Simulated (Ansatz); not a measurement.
`[SiH3]C(Cl)I` + H₂Te → `[SiH3]C(Cl)[TeH]` + HI  (substitution at a C–I bond)

Program: Ansatz. Geometries: PBE0-D4/def2-TZVP. ΔE: electronic, gas phase. CBS: MP2 limit from def2 TZ/QZ plus the TZ coupled-cluster correction, frozen cores. DFT in def2-TZVPP. B3LYP here is the variant with VWN-RPA as its local correlation; programs differ in this. Elements past krypton have def2 core potentials. For I, Te outer-core shells are correlated without core-valence functions, which leaves a few kJ/mol of doubt a bond.

Question: Is it downhill or uphill in electronic energy at CCSD(T)/CBS, and by how much? (An estimate is asked.)

Answer: Ansatz gave: Downhill: ΔE = -16.8 kJ/mol.

Question: What do these levels give: PBE-D4, PBE0-D4, B3LYP-D4, ωB97X-V, B2PLYP, PBE, B3LYP, HF/def2-TZVPP, CCSD(T)/def2-TZVPP, HF/def2-QZVPP, HF/CBS(def2), MP2/CBS(def2)? (An estimate is asked.)

Answer: The calculation gave: PBE-D4 -15.5, PBE0-D4 -16.4, B3LYP-D4 -15.5, ωB97X-V -15.4, B2PLYP -14.5, PBE -13.6, B3LYP -12.6, HF/def2-TZVPP -12.3, CCSD(T)/def2-TZVPP -16.8, HF/def2-QZVPP -12.7, HF/CBS(def2) -12.7, MP2/CBS(def2) -17.7 kJ/mol.

Largest T1 diagnostic among the species: 0.011.

In def2-TZVPP, CCSD(T) changes the Hartree–Fock value by −4.5 kJ/mol (the triples alone add −0.2 kJ/mol) and MP2 by −5.5 kJ/mol.
